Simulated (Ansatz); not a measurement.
C3H9O3Si, doublet, geometry from GFN2-xTB; CASSCF(7,5)/STO-3G run with Ansatz (a quantum-chemistry and plane-wave program).

Here is a job for Ansatz.
Ansatz 0.2 input:
```yaml
crystal:
  periodic: [false, false, false]
  atoms:
    - {symbol: C, position_ang: [-0.65526253, 2.55793815, -0.30752921]}
    - {symbol: O, position_ang: [0.23641704, 1.50115170, -0.11639707]}
    - {symbol: Si, position_ang: [-0.07320989, 0.01149798, 0.47313915]}
    - {symbol: O, position_ang: [1.19497962, -0.94158821, 0.09128567]}
    - {symbol: C, position_ang: [2.55519875, -0.68273983, 0.26798598]}
    - {symbol: O, position_ang: [-1.37861348, -0.56785336, -0.31601452]}
    - {symbol: C, position_ang: [-1.83470277, -1.88544356, -0.38204594]}
    - {symbol: H, position_ang: [-1.58191519, 2.20951705, -0.76585038]}
    - {symbol: H, position_ang: [-0.88862745, 3.03570096, 0.64741762]}
    - {symbol: H, position_ang: [-0.17200827, 3.28290665, -0.96400204]}
    - {symbol: H, position_ang: [2.83365199, -0.81270488, 1.31689628]}
    - {symbol: H, position_ang: [3.10916612, -1.39717490, -0.34256562]}
    - {symbol: H, position_ang: [2.80321204, 0.33347886, -0.04173923]}
    - {symbol: H, position_ang: [-2.54859182, -1.94675799, -1.20464762]}
    - {symbol: H, position_ang: [-1.00953447, -2.57625424, -0.56098331]}
    - {symbol: H, position_ang: [-2.33408063, -2.16189287, 0.55006858]}
basis:
  gaussian:
    orbitals: STO-3G
hamiltonian:
  xc: hf
correlation: {active_space: {window: {electrons: 7, orbitals: 5}}}
magnetization: {spin_polarized: false, initial_magnetization: 1}
```

It wrote (shortened):

```
Functional definition: HF
659 factors; integrals over basis functions are off by at most 3.7e-5 eV
mean field evaluation 1: about -16992.1519 eV, gradient 3.2e1 eV
mean field evaluation 2: about -16992.5109 eV, gradient 3.2e1 eV
mean field evaluation 4: about -16996.1075 eV, gradient 2.1e0 eV
mean field evaluation 8: about -16996.1340 eV, gradient 8.8e-5 eV
mean field -16996.13399196 eV, -624.5964038112 hartree, gradient 1.8e-6 eV, S^2 0.750000; 0 other end points of the search recorded, 0 dependent functions left out
reference -16996.13399196 eV, -624.5964038112 hartree; 33, 32 occupied and 15, 16 virtual orbitals, 659 factors
state -16996.58620963 eV, -624.6130225041 hartree
the orbitals are reached from a further start. From the first start the search ends at -16996.58385040 eV, -624.6129358040 hartree
Total energy: -16996.58620963 eV, -624.6130225041 hartree
```
